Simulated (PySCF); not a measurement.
Compound: C5H8ClF.
Cartesian coordinates in Å at the PBE0-D3(BJ)/def2-SVP level; atoms count from 1:
```xyz
15
C5H8ClF angstrom
C      2.1024   -0.1835    0.1435
C      0.7321   -0.6987   -0.1064
F      0.7661   -1.9888   -0.4812
C     -0.4603   -0.0904   -0.0128
C     -1.7368   -0.7963   -0.3492
C     -0.5769    1.3297    0.4192
Cl    -1.1071    2.4035   -0.9364
H      2.5607   -0.7084    0.9976
H      2.1211    0.8939    0.3402
H      2.7325   -0.3864   -0.7360
H     -2.2746   -0.2422   -1.1349
H     -2.4031   -0.8410    0.5290
H     -1.5557   -1.8189   -0.6990
H     -1.3446    1.4411    1.1983
H      0.3617    1.7493    0.7961
```

Linear response at wB97X-D/def2-SVPD (PySCF, frozen core in the response, non-relativistic).

Static isotropic polarisability: 78.25 au (11.60 Å³), principal values 62.5, 74.4, 97.8 au.

What is the polarisability at 1064 nm and at the sodium D line?

78.96 au at 1064 nm (+0.9 %), 80.65 au at 589.3 nm (+3.1 %). The rise at 589.3 nm is 3.40 times that at 1064 nm; a pure ω² law gives 3.26. The lowest singlet lies at 191 nm, shorter than both wavelengths.

What is the isotropic C6 coefficient between two such molecules, C6 = (3/π)∫α(iω)² dω?

2560 au (Eh·bohr⁶) by a ten-point quadrature over imaginary frequencies, which is 1530 eV·Å⁶ or 148 J·nm⁶/mol.

Which effective excitation energy ω̄ makes London's formula C6 = (3/4)α²ω̄ exact here?

ω̄ = 4·C6/(3α²) = 0.557 Eh = 15.2 eV. A one-pole form α(ω) = α/(1 − ω²/ω̄²) fitted to the 1064 nm value gives 12.3 eV.

What three-body coefficient follows from the one-pole estimate C9 = (3/4)·α·C6?

150000 au. This is an estimate from the two numbers above, not a computed integral.

How many electrons N does the Slater–Kirkwood formula C6 = (3/4)·√N·α^(3/2) need to give this C6?

N = (4·C6/3)²/α³ = 24.3; the species has 64 electrons in all.

What molar refraction at the D line follows from R = (4π/3)·N_A·α′, with α′ the polarisability volume?

α′ = 11.95 Å³ gives R = 30.15 cm³/mol, for isolated, non-vibrating species.

What n − 1 at the D line would an ideal gas of it have at 273.15 K and 1 atm (2.6868 × 10¹⁹ cm⁻³), by n − 1 = 2π·N·α′?

20.18 × 10⁻⁴, a formal value whether or not that pressure can be reached.

How anisotropic is the static polarisability, by Δα² = ½[(α1 − α2)² + (α2 − α3)² + (α3 − α1)²]?

Δα = 31.1 au, or 0.40 of the isotropic value.

One conformer stands for the species.

Note: wB97X-D ran without an empirical dispersion term, which enters the total energy and its gradient alone.
